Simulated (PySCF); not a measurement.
BGeH₆NO₂. Atoms are numbered in the order given.

```xyz
11

Ge    -0.0032    -1.3505     0.0000
N      0.7799     0.3196     0.0000
B      0.0179     1.5198     0.0000
O     -1.3462     1.3898     0.0000
O      0.5458     2.7886     0.0000
H     -0.8619    -1.5491     1.2599
H     -0.8619    -1.5491    -1.2599
H      1.1671    -2.3541     0.0000
H      1.7910     0.3476     0.0000
H     -1.7830     2.2459     0.0000
H      1.5053     2.8097     0.0000
```

Geometry: PBE0-D3(BJ)/def2-SVP. This is a generated structure with no PubChem entry under its InChIKey; it may be hypothetical. One conformer was computed; it need not be the lowest.

All values below come from PBE/def2-TZVP run with PySCF.

### Question
Estimate the frontier levels, gap, dipole moment and polarisability. (Estimate from the structure and the level; the computed values follow.)

### Answer

```yaml
highest_occupied_level: -6.05 eV
lowest_empty_level: -0.57 eV
orbital_gap: 5.47 eV
dipole_moment: 1.83 D
quadrupole, principal values (traceless, Buckingham form, about the centre of nuclear charge): -4.95, -1.89, 6.84 D·Å
mean_static_polarisability: 60.6 bohr³ (8.98 Å³)
polarisability_principal_values: 49.8, 59.7, 72.3 bohr³
```
